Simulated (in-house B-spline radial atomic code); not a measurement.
Values are calculated unless marked as measured or tabulated.
**Two electrons in Si: a spherical dot of radius 6.26 nm with hard walls**

For Si the NSM archive of the Ioffe Institute lists m_l = 0.98 m0, m_t = 0.19 m0 and ε = 11.7; the model takes one isotropic valley with the conductivity mass 3/(1/m_l + 2/m_t) = 0.26 m0, and so misses anisotropy and the other valleys. All triplets below are those of one valley; with several valleys two electrons can form a triplet in the 1s orbital itself, at an energy set by the valley splitting.

Effective-mass model with parabolic bands, a uniform dielectric constant, no image charges, no central-cell or spin-orbit terms. Two-electron levels come from full CI in B-splines with partial waves to l = 5 (up to 0.001 effective hartree above the limit).

Question: What are the effective units, and what is the potential in them?

Answer: Ha* = 27211.386 meV × 0.26/11.7² = 51.68 meV and a* = 0.0529177 nm × 11.7/0.26 = 2.381 nm. The radius is R = 2.63 a*. The one-electron levels are π²/2R² = 0.7134 and 4.4934²/2R² = 1.4595 Ha*.

In these units the lowest s and p orbitals lie at 0.713441 and 1.459521, and their Coulomb and exchange integrals are J_ss = 0.679115, J_sp = 0.615847 and K_sp = 0.1368. (For an empty sphere J_ss = 1.786/R.) Full CI gives 2.047996 for the ground singlet, 2.639111 for the sp triplet, 2.862090 for the sp singlet and 4.123196 for the lowest triplet of two s orbitals.

Question: What does it cost to add the second electron, to first order and exactly?

Answer: To first order E = 2ε_s + J_ss = 2.105998, so the charging energy E(2) − 2E(1) is J_ss = 35.1 meV. CI gives 2.047996 − 2 × (0.713441) = 0.621114, or 32.1 meV: relaxation and correlation lower it by 2.998 meV, 8.5 % of J_ss. The s² configuration of one-electron orbitals holds 97.3 % of the state, and the mean radius is 3.26 nm.

Question: How far above the singlet do the triplets lie?

Answer: To first order the sp triplet lies at ε_s + ε_p + J_sp − K_sp = 2.652059, which is 28.22 meV above 2ε_s + J_ss. CI gives 2.639111 − (2.047996) = 0.591114, or 30.55 meV, 79 % of the orbital spacing of 38.56 meV. The ss triplet lies 107.3 meV up, so the lower of the two is the sp one, and its gap equals k_BT at 355 K. The sp singlet-triplet splitting is 11.52 meV, against 2K_sp = 14.14 meV.
